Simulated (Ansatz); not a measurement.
Consider the homolysis of the C–O bond: `C[O][Ga]([F])[Cl]` → `[CH3]`• + `[O][Ga]([F])[Cl]`•.

Program: Ansatz. Geometries: PBE0-D4/def2-TZVP. ΔE: electronic, gas phase. CCSD(T)/CBS is the MP2 limit (def2-TZVPP, def2-QZVPP) plus CCSD(T) − MP2 in def2-TZVPP, frozen cores. This one scheme is used for every species. DFT in def2-TZVPP. HSE06 is defined as in plane-wave codes. Open shells (•) are unrestricted, without spin–orbit coupling. For Ga outer-core shells are correlated without core-valence functions, which leaves a few kJ/mol of doubt a bond. Scalar relativity is left out up to krypton. Each species was taken in one conformer, which may not be the lowest.

`C[O][Ga]([F])[Cl]`:

Z-matrix (Å, degrees):
```
C
O 1 1.416
H 1 1.094 2 109.1
H 1 1.094 2 109.1 3 -118.4
H 1 1.095 2 113.2 3 120.8
Ga 2 1.755 1 122.4 3 -121.0
Cl 6 2.103 2 122.4 1 -180.0
F 6 1.744 2 118.4 1 0.0
```

`[CH3]`•:

Cartesian coordinates in Å:
```
C 0.000 0.000 0.000
H -0.781 -0.116 -0.738
H 0.610 -0.847 0.279
H 0.171 0.963 0.459
```

`[O][Ga]([F])[Cl]`•:

Z-matrix (Å, degrees):
```
Ga
O 1 1.792
Cl 1 2.103 2 121.6
F 1 1.733 2 117.5 3 -180.0
```

**Question.** What is ΔE at CCSD(T)/CBS? (Estimate.)

**Answer.** Computed: +421.7 kJ/mol.

**Question.** What do these levels give: revPBE-D4, HSE06-D4, ωB97X-V, PBE, revPBE, HF/def2-QZVPP? (An estimate is asked.)

**Answer.** The calculation gave: revPBE-D4 396.4, HSE06-D4 403.7, ωB97X-V 412.7, PBE 409.6, revPBE 379.8, HF/def2-QZVPP 245.7 kJ/mol.

**Question.** What do rigid-rotor, harmonic-oscillator terms from PBE0-D4/def2-TZVP frequencies (298.15 K, 1 bar) make of the CCSD(T)/CBS value? (Best estimate.)

**Answer.** The calculation gave: ΔZPE = -26.5 kJ/mol, ΔH = +399.8 kJ/mol, ΔS = 150 J/(mol·K), ΔG = +355.1 kJ/mol. Open shells count their whole term as degenerate.

Largest T1 diagnostic among the species: 0.014.

From BLYP to BHLYP (50 % exact exchange), in def2-TZVPP and without D4, ΔE moves by −15.3 kJ/mol: exact exchange takes away binding that semilocal exchange gives to molecules. At CCSD(T), def2-SVP lies −18.4 kJ/mol from the extrapolated value and def2-TZVPP −15.0 kJ/mol: correlation converges slowly with the basis, and small sets miss more of it in the bonded molecule than in its fragments. Leaving LDA and LC-ωPBE aside and taking each functional with its dispersion term where it has one, the values, not all of them listed here, spread over 41.6 kJ/mol, from BHLYP-D4 to PBE-D4. LDA lies +98.4 kJ/mol from PBE without D4, its usual overbinding.
